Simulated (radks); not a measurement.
The numbers below are computed, except where a source is named.
Initial-state core-level shifts of neutral iridium when its valence configuration changes from [Xe] 4f14 5d7 6s2. Code: a radial shooting solver on a logarithmic mesh with Libxc functionals. Model: scalar-relativistic Kohn-Sham, PBE, spin-polarised, spherical densities, point nucleus; open shells are filled with parallel spins first (spin-orbit coupling, left out, can overturn this in heavy ions). Shifts are changes of the shell-averaged eigenvalues in eV (positive: less bound).

| valence | 1s | 2s | 4s | 4p |
|---|---|---|---|---|
| 4f13 5d7 6s2 6p1 | -16.158 | -17.306 | -17.167 | -16.681 |
| 4f13 5d5 6s2 6p3 | -25.828 | -27.296 | -26.931 | -26.441 |
| 4f13 5d5.5 6s1.5 6p3 | -23.971 | -25.347 | -25.058 | -24.569 |
| 4f12 5d7 6s2 6p2 | -33.209 | -35.621 | -35.075 | -34.058 |
| 4f14 5d8 6s1 | +2.576 | +2.685 | +2.649 | +2.651 |
| 4f14 5d4 6s2 6p3 | -14.150 | -14.562 | -14.300 | -14.300 |
| 4f13.5 5d4.5 6s2 6p3 | -19.933 | -20.864 | -20.574 | -20.335 |
| 4f11.5 5d6.5 6s2 6p3 | -44.645 | -47.825 | -46.881 | -45.579 |
| 4f13.5 5d7.5 6s2 | -5.579 | -6.088 | -6.072 | -5.835 |
